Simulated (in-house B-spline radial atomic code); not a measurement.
## RPA and G0W0 on Hartree-Fock: the phosphorus ion P⁸⁺

Configuration [He] 2s2 2p3, highest spin, mean-field start Hartree-Fock. Computed with a B-spline radial code for spherical atoms: all electrons, scalar-relativistic (spin-free one-electron X2C), finite nucleus, each spin shell either full or empty, empty states to l = 9 with an (l + 1/2)⁻⁴ tail; G0W0 by contour deformation at full frequency.

Command:
```bash
python run_gw.py task.json out
```
Settings (radii: box in bohr, nucleus in fm):
```
Z                        15
electrons                7
configuration            [He] 2s2 2p3
hamiltonian              x2c
method                   hf
lmax                     9
rms_radius               3.1889
spin_polarised           True
box_radius               7.7
intervals                67
```

Run time, properties included: 1.9 s on 1 thread of Arm Neoverse N1, with other jobs on the host.

Energies (hartree):

```json
{"term": "mean-field total", "value": "-306.19402"}
{"term": "Hartree-Fock functional on these orbitals", "value": "-306.19402"}
{"term": "direct second order", "value": "-0.37736"}
{"term": "second-order exchange", "value": "0.17549"}
{"term": "SOSEX correction", "value": "0.16516"}
```

(1) What is the RPA correlation energy, and what remains with SOSEX?

Quasi-particle levels (eV):

```csv
level,occupied,mean field,Σx - vxc,Σc,QP weight,G0W0
2p up,yes,-374.54,0.00,?,?,?
2s down,yes,-391.47,0.00,-2.89,0.986,-394.36
2s up,yes,-423.96,0.00,6.38,0.910,-417.58
1s down,yes,-2438.78,0.00,11.18,0.974,-2427.60
2p down,no,-305.43,0.00,-3.63,0.989,-309.06
```

G0W0 = mean field + (Σx - vxc) + Σc, with Σc (partial-wave tail included) taken at the quasi-particle energy.

(2) Where does G0W0 put 2p up?

Results:

(1) RPA gives -0.35245 hartree (-1.37 eV per electron); RPA + SOSEX gives -0.18728, and the second-order doubles (MP2) -0.20187 hartree. SOSEX takes back 47 % of the RPA value.

(2) At -373.49 eV, with Σc = 1.05 eV and a quasi-particle weight of 0.987. The tabulated removal energy is 372.31 ± 0.21 eV (NIST, semi-empirical); the calculation leaves out spin-orbit coupling, Breit and QED terms, and what these don't explain is the method's own error.
